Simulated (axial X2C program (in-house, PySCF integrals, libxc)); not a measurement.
CdF: properties at the nuclei

Computed with an in-house all-electron X2C program for linear molecules (integrals from PySCF): two-component X2C with atomic mean-field Coulomb and Gaunt terms, Gaussian nuclei, basis Cd dyall-cv3z, F dyall-av3z with contracted cores.

R = 1.998 Å (near the PBE0 minimum at charge 0 of the determinant lowest at the starting distance; the state shown can have its own minimum elsewhere).

Determinant lowest in the PBE0 search, Ω = 1/2 (⟨Sz⟩ = 0.50, ⟨Lz⟩ = 0.00 at PBE0), spin on the atoms Cd 0.45, F 0.05:

```
level  Eeff magnitude (GV/cm)  Ws magnitude Cd (kHz)  A∥/gI Cd (MHz)  qzz Cd (a.u.)  A∥/gI F (MHz)  qzz F (a.u.)  μ (D)
 PBE0                    10.8                     12            6890          -2.85            140          1.31  -3.72
   HF                    10.5                   11.7            6760          -3.90            102          0.89  -4.06
  PBE                    10.1                   11.2            6530          -2.34            155          1.45  -3.40
TPSSh                    10.6                   11.8            6800          -2.71            141          1.37  -3.55
  LDA                    10.3                   11.3            6800          -2.23            152          1.49  -3.44
```

Eeff is the effective electric field on the electron electric dipole moment in this Ω state and Ws the scalar–pseudoscalar constant of the nucleus named (defined with the proton number Z and per Ω); A∥ (defined per Ω) follows by multiplying with gI = μI/(I μN); qzz is the electric field gradient, eQq0 = 234.96 MHz × Q/barn × qzz; μ is positive if the F end (last atom) is positive. The operators were transformed with the bare-nucleus X2C matrices; with these basis sets, hyperfine constants and field gradients can be off by tens of per cent, and where levels differ in sign neither size nor sign is settled.

**Question.** With gI(111Cd) = -1.1898, gI(19F) = 5.2577 (g factors from the IAEA table of nuclear moments by Stone), turn the PBE0 values of the first state into constants in MHz.

**Answer.** A∥(111Cd) = 6890 × -1.1898 = -8200 MHz; A∥(19F) = 140 × 5.2577 = 736 MHz.

Each state is one determinant with collinear spin. Unrestricted Hartree–Fock can overshoot spin polarisation at the nuclei. The search compared states at one distance, so a state with another bond length can lie lower.
